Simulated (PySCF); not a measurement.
benzothiadiazole (C₆H₄N₂S), singlet, at a GFN2-xTB geometry; BLYP/STO-3G in PySCF.

Here is a job for PySCF.
```python
from pyscf import gto, scf, dft

mol = gto.Mole()
mol.atom = '''
    C    -2.33108499    0.87284671    0.24320461
    C    -2.43498668   -0.53419263    0.20110981
    C    -1.33512772   -1.33497643    0.07212098
    C    -0.07704506   -0.71608446   -0.01923327
    N     1.11496258   -1.30186736   -0.14870188
    S     2.24198376   -0.15930456   -0.20900771
    N     1.29459034    1.13065614   -0.07592737
    C     0.02896458    0.71950082    0.02371555
    C    -1.12505855    1.50978541    0.15722854
    H    -3.23579155    1.45347413    0.34644834
    H    -3.41555314   -0.98086164    0.27361962
    H    -1.40501159   -2.41033539    0.03908595
    H    -1.03622381    2.58379781    0.18849688
'''
mol.basis = 'sto-3g'
mol.verbose = 4
mol.build()

mf = dft.RKS(mol)
mf.xc = 'blyp'
mf.kernel()
```

**Question.** Predict the main parts of the log of this PySCF run.

**Answer.** 
```
PySCF version 2.14.0

[INPUT] verbose = 4
[INPUT] num. atoms = 13
[INPUT] num. electrons = 70
[INPUT] charge = 0
[INPUT] spin (= nelec alpha-beta = 2S) = 0
[INPUT] symmetry False subgroup None
[INPUT] Mole.unit = angstrom
[INPUT] Symbol           X                Y                Z      unit          X                Y                Z       unit  Magmom
[INPUT]  1 C     -2.331084990000   0.872846710000   0.243204610000 AA   -4.405112204184   1.649441230628   0.459590105132 Bohr   0.0
[INPUT]  2 C     -2.434986680000  -0.534192630000   0.201109810000 AA   -4.601457942164  -1.009477768461   0.380042461863 Bohr   0.0
[INPUT]  3 C     -1.335127720000  -1.334976430000   0.072120980000 AA   -2.523025732115  -2.522739835450   0.136288900035 Bohr   0.0
[INPUT]  4 C     -0.077045060000  -0.716084460000  -0.019233270000 AA   -0.145594062651  -1.353203511457  -0.036345612780 Bohr   0.0
[INPUT]  5 N      1.114962580000  -1.301867360000  -0.148701880000 AA    2.106973915338  -2.460172760911  -0.281005827408 Bohr   0.0
[INPUT]  6 S      2.241983760000  -0.159304560000  -0.209007710000 AA    4.236735282123  -0.301041988794  -0.394967329823 Bohr   0.0
[INPUT]  7 N      1.294590340000   1.130656140000  -0.075927370000 AA    2.446421186108   2.136630445658  -0.143481934659 Bohr   0.0
[INPUT]  8 C      0.028964580000   0.719500820000   0.023715550000 AA    0.054735123513   1.359659496200   0.044815894393 Bohr   0.0
[INPUT]  9 C     -1.125058550000   1.509785410000   0.157228540000 AA   -2.126052533600   2.853080931764   0.297118879565 Bohr   0.0
[INPUT] 10 H     -3.235791550000   1.453474130000   0.346448340000 AA   -6.114759825682   2.746668034840   0.654692478910 Bohr   0.0
[INPUT] 11 H     -3.415553140000  -0.980861640000   0.273619620000 AA   -6.454459998498  -1.853559865692   0.517066144108 Bohr   0.0
[INPUT] 12 H     -1.405011590000  -2.410335390000   0.039085950000 AA   -2.655087106940  -4.554873755447   0.073861740818 Bohr   0.0
[INPUT] 13 H     -1.036223810000   2.583797810000   0.188496880000 AA   -1.958179204653   4.882670222151   0.356207478535 Bohr   0.0

nuclear repulsion = 480.426050996759
number of shells = 33
number of NR pGTOs = 159
number of NR cGTOs = 53
basis = sto-3g
ecp = {}

******** <class 'pyscf.dft.rks.RKS'> ********
method = RKS
initial guess = minao
damping factor = 0
level_shift factor = 0
DIIS = <class 'pyscf.scf.diis.CDIIS'>
diis_start_cycle = 1
diis_space = 8
diis_damp = 0
SCF conv_tol = 1e-09
SCF conv_tol_grad = None
SCF max_cycles = 50
direct_scf = True
direct_scf_tol = 1e-13
XC library pyscf.dft.libxc version 7.1.2
    S. Lehtola, C. Steigemann, M. J. T. Oliveira, and M. A. L. Marques,  SoftwareX 7, 1–5 (2018)
XC functionals = blyp
    A. D. Becke,  Phys. Rev. A 38, 3098 (1988)
    C. Lee, W. Yang, and R. G. Parr,  Phys. Rev. B 37, 785 (1988)
    B. Miehlich, A. Savin, H. Stoll, and H. Preuss,  Chem. Phys. Lett. 157, 200 (1989)
radial grids:
    Treutler-Ahlrichs [JCP 102, 346 (1995); DOI:10.1063/1.469408] (M4) radial grids

becke partition: Becke, JCP 88, 2547 (1988); DOI:10.1063/1.454033
pruning grids: <function nwchem_prune>
grids dens level: 3
symmetrized grids: False
atomic radii adjust function: <function treutler_atomic_radii_adjust>
small_rho_cutoff = 0
Set gradient conv threshold to 3.16228e-05
Initial guess from minao.
tot grids = 170624
init E= -731.593346167063
  HOMO = -0.245905283346729  LUMO = -0.109886336911355  gap/eV = 3.70126
cycle= 1 E= -729.712343868857  delta_E= 1.88  |g|= 0.538  |ddm|= 5.89
  HOMO = -0.0392757823537253  LUMO = 0.036952440658757  gap/eV = 2.07428
cycle= 2 E= -729.560660078514  delta_E= 0.152  |g|= 0.828  |ddm|=  2.2
  HOMO = -0.128728469249998  LUMO = -0.0073594729463663  gap/eV = 3.30262
cycle= 3 E= -729.813860276991  delta_E= -0.253  |g|= 0.117  |ddm|=  1.4
  HOMO = -0.121348864815048  LUMO = -0.00408699055379758  gap/eV = 3.19086
cycle= 4 E= -729.816695400696  delta_E= -0.00284  |g|= 0.0748  |ddm|= 0.327
  HOMO = -0.126178602656342  LUMO = -0.00539464396177236  gap/eV = 3.28670
cycle= 5 E= -729.819163737031  delta_E= -0.00247  |g|= 0.0137  |ddm|= 0.147
  HOMO = -0.126588388793764  LUMO = -0.00513293829656258  gap/eV = 3.30497
cycle= 6 E= -729.819214173321  delta_E= -5.04e-05  |g|= 0.00508  |ddm|= 0.0223
  HOMO = -0.126437017843928  LUMO = -0.0051115823772242  gap/eV = 3.30143
cycle= 7 E= -729.819220715043  delta_E= -6.54e-06  |g|= 0.00229  |ddm|= 0.00899
  HOMO = -0.126261237099294  LUMO = -0.00510466006267773  gap/eV = 3.29684
cycle= 8 E= -729.819222606016  delta_E= -1.89e-06  |g|= 0.000209  |ddm|= 0.00352
  HOMO = -0.126304981164796  LUMO = -0.00513509091251318  gap/eV = 3.29720
cycle= 9 E= -729.819222632957  delta_E= -2.69e-08  |g|= 1.92e-05  |ddm|= 0.000543
  HOMO = -0.126300716899178  LUMO = -0.00513165033146923  gap/eV = 3.29718
cycle= 10 E= -729.819222633118  delta_E= -1.61e-10  |g|= 5.7e-06  |ddm|= 4.31e-05
  HOMO = -0.126301348028671  LUMO = -0.00513205545353945  gap/eV = 3.29718
Extra cycle  E= -729.81922263297  delta_E= 1.48e-10  |g|= 2.19e-05  |ddm|= 3.89e-05
converged SCF energy = -729.81922263297
```
